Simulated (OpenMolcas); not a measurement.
## Nd³⁺: the spin-orbit constant, worked from levels

```yaml
Program: OpenMolcas
Basis: ANO-R3 [9s8p5d5f3g1h]
Scalar_Hamiltonian: X2C, finite nucleus
Active_space: 3 electrons in 7 orbitals (4f)
State_averaging: 2S+1 = 4 odd, 35 roots; 2S+1 = 2 odd, 112 roots (105 in the spin-orbit step)
Spin-orbit_coupling: RASSI with atomic mean-field integrals over the reference wave functions, term energies averaged over their components
```

Methods: CASSCF; MS-CASPT2, IPEA 0.25 Eh, imaginary shift 0.1 Eh (closed shells correlated: 5s 5p). Measured levels: the list in Arab et al., J. Quant. Spectrosc. Radiat. Transfer 229, 145 (2019) and Gaigalas et al. (2019), from Wyart et al. (2007).

**The spin-orbit constant.** For the Hund term 4I* of f3, E(J) = (A/2) J(J+1) + constant and ζ = 2S·A = 3A. From J = 9/2 to J = 15/2 the energy changes by 19.5 A.

| Source | E(15/2) - E(9/2) | A | ζ |
| --- | --- | --- | --- |
| CASSCF | 6384.3 | 327.4 | 982 |
| MS-CASPT2 | 6445.5 | 330.5 | 992 |
| measured | 5988.5 | 307.1 | 921 |

All in cm-1. MS-CASPT2 is off by +7.6 % and CASSCF by +6.6 %. Both methods take the spin-orbit matrix elements from the reference wave functions, so the second can move ζ only through the term energies and any multistate remixing. Second-order mixing with other terms is absorbed into this ζ.

CASPT2 breaks the degeneracy within a term, and the mean is taken; among the terms shown or strongly mixed into the levels shown the widest spread is 900 cm-1 (4f3 4I*, MS-CASPT2). High states are left out of the spin-orbit mixing, which shifts the levels that they would mix with. Without dynamic correlation excited terms often stand tens of per cent too high (terms of higher spin than the ground term too low), and those without a measured partner can miss by more than the paired ones (holds for CASSCF). Blocks of more than 70 roots (2S+1 = 2 odd) ran without multistate coupling (holds for MS-CASPT2). Computed and measured levels are paired by configuration, term and J; levels that our copy of the source lacks, or whose pairing is in doubt (as where it misses far off the trend of its configuration), stay unpaired and out of the deviations. Only configurations of the active space appear.

* marks odd parity.
